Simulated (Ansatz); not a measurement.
`c1ccc(-c2ccc(-c3ccc(-c4ccc(-c5ccc(-c6ccc(-c7ccccc7)cc6)cc5)cc4)cc3)cc2)cc1` with charge +1. Total charge 1; doublet. Geometry PBE-D4/def2-SVP, that of the neutral singlet; atoms count from 1.

Cartesian coordinates in Å:
```
C 6.142 12.360 -4.264
C 4.983 11.888 -4.903
C 4.388 10.689 -4.489
C 4.936 9.933 -3.427
C 4.305 8.664 -2.989
C 5.085 7.576 -2.534
C 4.491 6.379 -2.124
C 3.087 6.213 -2.143
C 2.457 4.946 -1.706
C 3.086 3.699 -1.927
C 2.491 2.504 -1.516
C 1.238 2.492 -0.860
C 0.608 1.226 -0.423
C 1.389 0.109 -0.044
C 0.795 -1.088 0.366
C -0.611 -1.228 0.423
C -1.240 -2.494 0.860
C -2.442 -2.497 1.604
C -3.035 -3.693 2.019
C -2.457 -4.945 1.705
C -3.087 -6.212 2.143
C -3.762 -6.306 3.381
C -4.354 -7.503 3.795
C -4.304 -8.663 2.989
C -4.934 -9.932 3.427
C -4.369 -11.183 3.084
C -4.964 -12.382 3.497
C -6.140 -12.360 4.265
C -6.714 -11.127 4.615
C -6.119 -9.928 4.201
C -3.630 -8.568 1.750
C -3.035 -7.373 1.338
C -1.257 -4.942 0.959
C -0.661 -3.746 0.549
C -1.392 -0.111 0.047
C -0.798 1.084 -0.368
C 0.611 3.741 -0.639
C 1.204 4.936 -1.053
C 2.307 7.302 -2.596
C 2.901 8.497 -3.011
C 6.103 10.421 -2.794
C 6.699 11.620 -3.208
H 6.610 13.301 -4.589
H 4.544 12.454 -5.739
H 3.496 10.316 -5.016
H 6.182 7.664 -2.520
H 5.129 5.559 -1.761
H 4.045 3.664 -2.466
H 2.992 1.551 -1.743
H 2.486 0.192 -0.036
H 1.435 -1.924 0.687
H -2.911 -1.540 1.878
H -3.978 -3.659 2.585
H -3.788 -5.433 4.051
H -4.836 -7.550 4.783
H -3.432 -11.213 2.506
H -4.499 -13.342 3.224
H -6.608 -13.302 4.590
H -7.641 -11.097 5.209
H -6.595 -8.969 4.458
H -3.605 -9.440 1.079
H -2.551 -7.325 0.350
H -0.771 -5.898 0.712
H 0.266 -3.781 -0.043
H -2.489 -0.196 0.043
H -1.440 1.916 -0.692
H -0.346 3.778 -0.097
H 0.702 5.890 -0.830
H 1.211 7.202 -2.642
H 2.261 9.329 -3.342
H 6.533 9.865 -1.947
H 7.601 11.985 -2.692
```

Single mean-field runs in def2-SVP are fitted with def2-universal-jkfit.

(1) Estimate the Mulliken populations of the heavy atoms from the PBE0/def2-SVP orbitals of Ansatz.

(2) Where does the spin sit?

(3) And the Mayer bond orders between heavy atoms (over 0.3, the first 40 of 48)?

Results:

(1) 
```
atom  charge (e)  spin (α − β)
  C1        0.00          0.06
  C2       -0.02         -0.02
  C3       -0.03          0.03
  C4        0.01          0.00
  C5        0.03          0.08
  C6       -0.02         -0.01
  C7       -0.02          0.03
  C8        0.03          0.04
  C9        0.04          0.08
 C10       -0.02          0.00
 C11       -0.02          0.02
 C12        0.04          0.06
 C13        0.04          0.07
 C14       -0.02          0.01
 C15       -0.02          0.01
 C16        0.03          0.07
 C17        0.03          0.06
 C18       -0.02          0.01
 C19       -0.02          0.01
 C20        0.03          0.07
 C21        0.03          0.04
 C22       -0.02          0.02
 C23       -0.02         -0.01
 C24        0.04          0.09
 C25        0.01          0.00
 C26       -0.03          0.03
 C27       -0.02         -0.02
 C28        0.00          0.06
 C29       -0.02         -0.02
 C30       -0.03          0.03
 C31       -0.02         -0.01
 C32       -0.02          0.02
 C33       -0.02          0.01
 C34       -0.02          0.01
 C35       -0.02          0.01
 C36       -0.02          0.01
 C37       -0.02          0.02
 C38       -0.02          0.00
 C39       -0.02          0.03
 C40       -0.02         -0.01
 C41       -0.03          0.03
 C42       -0.02         -0.02
```
Mulliken values depend strongly on the basis.

(2) Summed by element: C 1.02, H -0.02, of 1 unpaired in all. Largest on single atoms: C24 0.09, C5 0.08, C9 0.08.

(3) C1–C2 1.38 (1.40 Å); C1–C42 1.38 (1.40 Å); C2–C3 1.42 (1.40 Å); C3–C4 1.35 (1.41 Å); C4–C5 1.04 (1.48 Å); C4–C41 1.35 (1.41 Å); C5–C6 1.33 (1.41 Å); C5–C40 1.33 (1.41 Å); C6–C7 1.44 (1.40 Å); C7–C8 1.32 (1.41 Å); C8–C9 1.06 (1.48 Å); C8–C39 1.32 (1.41 Å); C9–C10 1.32 (1.41 Å); C9–C38 1.32 (1.41 Å); C10–C11 1.45 (1.40 Å); C11–C12 1.31 (1.41 Å); C12–C13 1.07 (1.48 Å); C12–C37 1.31 (1.41 Å); C13–C14 1.31 (1.41 Å); C13–C36 1.31 (1.41 Å); C14–C15 1.45 (1.40 Å); C15–C16 1.32 (1.41 Å); C16–C17 1.06 (1.48 Å); C16–C35 1.32 (1.41 Å); C17–C18 1.32 (1.41 Å); C17–C34 1.32 (1.41 Å); C18–C19 1.44 (1.40 Å); C19–C20 1.32 (1.41 Å); C20–C21 1.06 (1.48 Å); C20–C33 1.32 (1.41 Å); C21–C22 1.32 (1.41 Å); C21–C32 1.32 (1.41 Å); C22–C23 1.44 (1.40 Å); C23–C24 1.33 (1.41 Å); C24–C25 1.04 (1.48 Å); C24–C31 1.33 (1.41 Å); C25–C26 1.35 (1.41 Å); C25–C30 1.35 (1.41 Å); C26–C27 1.42 (1.40 Å); C27–C28 1.38 (1.40 Å).
